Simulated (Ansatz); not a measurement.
```xyz
11

N    -1.226    0.591   -1.650
Sn   -0.980   -0.942   -0.394
F     0.324   -2.172   -1.090
O    -0.124   -0.228    1.188
Si    1.262    0.584    1.498
H    -1.600    0.333   -2.554
H    -0.374    1.118   -1.800
H    -2.358   -1.824    0.020
H     0.995    1.620    2.529
H     1.763    1.256    0.263
H     2.318   -0.337    1.991
```

Charge 0, multiplicity 1. Sn: def2 effective core potential.

Q: List the r2SCAN/def2-TZVPP orbital energies in eV (Ansatz 0.2.0). (Estimate.)

A: Ansatz gave: Occupied: -1791.35, -664.96, -515.73, -385.56, -141.72, -138.04, -96.61, -96.57, -96.56, -92.91, -92.88, -92.82, -29.93, -27.85, -27.40, -27.24, -27.22, -26.89, -24.93, -22.23, -14.34, -12.88, -12.70, -10.54, -10.48, -10.19, -9.45, -9.41, -9.18, -8.86, -7.78, -7.56, -7.07. Lowest empty: -1.70, -0.53, -0.03, 0.49, 1.34, 1.44, 1.68, 1.84.
